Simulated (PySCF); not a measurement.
Exercise with solution: dipole moment from atomic charges

ammonia borane (BH6N), SMILES [BH3-][NH3+]. Atoms are numbered in the order given.

```xyz
8

B      0.0000     0.0000    -0.9299
N      0.0000     0.0000     0.7283
H      0.0000    -1.1673    -1.2413
H      1.0110     0.5837    -1.2413
H     -1.0110     0.5837    -1.2413
H     -0.8217    -0.4744     1.0916
H      0.0000     0.9488     1.0916
H      0.8217    -0.4744     1.0916
```
Charge 0, spin multiplicity 1.

The structure is a stationary point at B3LYP-D3(BJ)/def2-TZVP.

Charges (e) from M06-2X/def2-TZVPD (PySCF):

```tsv
atom	IAO	ESP fit
B1	-0.365	0.287
N2	-0.439	-0.616
H3	-0.030	-0.205
H4	-0.030	-0.207
H5	-0.030	-0.207
H6	0.298	0.315
H7	0.298	0.317
H8	0.298	0.315
```

The dipole moment of the full density is 5.23 D.

**Question.** What dipole moment does each set of point charges give, and which comes closer to that of the density?

**Answer.** 
μ = Σ q r, and 1 e Å = 4.8032 D.
IAO: Σ q r = (0.000, 0.000, 1.107) e Å, |μ| = 5.32 D.
ESP fit: Σ q r = (0.000, 0.000, 1.087) e Å, |μ| = 5.22 D.
ESP fit comes closer in size. Point charges leave out the atoms' own dipoles (lone pairs, polarised bonds); fits to the potential absorb them, partitions of the density don't.
